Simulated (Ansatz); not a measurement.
## Ansatz (development build ahead of 0.2.0) run

```yaml
crystal:
  periodic: [false, false, false]
  atoms:
    - { symbol: C, position_ang: [2.28143, 0.0, 0.0] }
    - { symbol: C, position_ang: [1.84571, 1.34099, 0.0] }
    - { symbol: C, position_ang: [0.705, 2.16977, 0.0] }
    - { symbol: C, position_ang: [-0.705, 2.16977, 0.0] }
    - { symbol: C, position_ang: [-1.84571, 1.34099, 0.0] }
    - { symbol: C, position_ang: [-2.28143, 0.0, 0.0] }
    - { symbol: C, position_ang: [-1.84571, -1.34099, 0.0] }
    - { symbol: C, position_ang: [-0.705, -2.16977, 0.0] }
    - { symbol: C, position_ang: [0.705, -2.16977, 0.0] }
    - { symbol: C, position_ang: [1.84571, -1.34099, 0.0] }
    - { symbol: H, position_ang: [3.36643, 0.0, 0.0] }
    - { symbol: H, position_ang: [2.7235, 1.97874, 0.0] }
    - { symbol: H, position_ang: [1.04028, 3.20166, 0.0] }
    - { symbol: H, position_ang: [-1.04028, 3.20166, 0.0] }
    - { symbol: H, position_ang: [-2.7235, 1.97874, 0.0] }
    - { symbol: H, position_ang: [-3.36643, 0.0, 0.0] }
    - { symbol: H, position_ang: [-2.7235, -1.97874, 0.0] }
    - { symbol: H, position_ang: [-1.04028, -3.20166, 0.0] }
    - { symbol: H, position_ang: [1.04028, -3.20166, 0.0] }
    - { symbol: H, position_ang: [2.7235, -1.97874, 0.0] }
basis:
  gaussian: { orbitals: def2-TZVP }
magnetization:
  spin_polarized: true
hamiltonian:
  xc: pbe0
```

The input is written out in the form of the current development build from the run's settings.

Results

| Property | Result |
| --- | --- |
| Converged | yes |
| Total energy | -386.60229 hartree |
| Spin squared of the determinant | 0.000 |
| Stability test | minimum |
